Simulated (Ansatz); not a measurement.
Computed with Ansatz on PBE0-D4/def2-TZVP structures; ΔE is electronic, products minus reactants. CCSD(T)/CBS is the MP2 limit (def2-TZVPP, def2-QZVPP) plus CCSD(T) − MP2 in def2-TZVPP, frozen cores. This one scheme is used for every species. DFT in def2-TZVPP. B3LYP here is the variant with VWN-RPA as its local correlation; programs differ in this. Elements past krypton have def2 core potentials. For Sn outer-core shells are correlated without core-valence functions, which leaves a few kJ/mol of doubt a bond. One conformer a species, not always the lowest.

Consider the stannylene formation by 1,1-elimination: `C[O][SnH]([OH])[Cl]` → CH₃OH + `[OH][Sn][Cl]`.

CCSD(T)/CBS gives -9.0 kJ/mol.

Another level gave -40.3 kJ/mol. Which?
A. B3LYP-D4/def2-TZVPP
B. r2SCAN-D4/def2-TZVPP
C. PBE/def2-TZVPP
D. ωB97X-V/def2-TZVPP

C. PBE -40.3, B3LYP-D4 -34.8, ωB97X-V -2.1, r2SCAN-D4 -13.2 kJ/mol.

Largest T1 diagnostic among the species: 0.017.

The D4 term adds +14.4 kJ/mol with B3LYP and +8.2 kJ/mol with PBE0; it sums over pairs of atoms, weighted by their polarisabilities, and B3LYP, whose exchange is more repulsive, gets the larger term. From PBE to PBE0 (25 % exact exchange), in def2-TZVPP and without D4, ΔE moves by +14.5 kJ/mol.
